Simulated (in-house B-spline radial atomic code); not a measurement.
Ionisation energies along the 49-electron series, configuration 1s2 2s2 2p6 3s2 3p6 3d10 4s2 4p6 4d10 4f5/2(1) 5s2, as differences of self-consistent energies. Dirac energy differences include first-order Breit, QED and recoil terms. NIST's values go from ground level to ground level; the uncertainty of those that are theory runs from under 0.1 % in few-electron ions to several per cent in heavy many-electron ones. Computed with a B-spline radial code for spherical atoms: Dirac-Hartree-Fock, jj configuration that fills j = l - 1/2 first, finite nuclei.

A number in brackets counts the electrons of a j subshell.

```csv
ion,configuration after,ionisation energy (eV),IE/(q+1)² (eV),-ε less Coulomb ΔSCF (eV),Breit and QED recoil part (eV),tabulated value (eV),tabulated kind,computed minus tabulated (eV)
Nd11+,[Kr] 4d10 5s2,191.10,1.3271,1.7208,0.10617,195,tabulated theory,-3.90
Pm12+,[Kr] 4d10 5s2,223.30,1.3213,1.8051,0.11153,229,tabulated theory,-5.70
Sm13+,[Kr] 4d10 4f5/2(1) 5s1,252.23,1.2869,0.24748,-0.24989,257,tabulated theory,-4.77
```
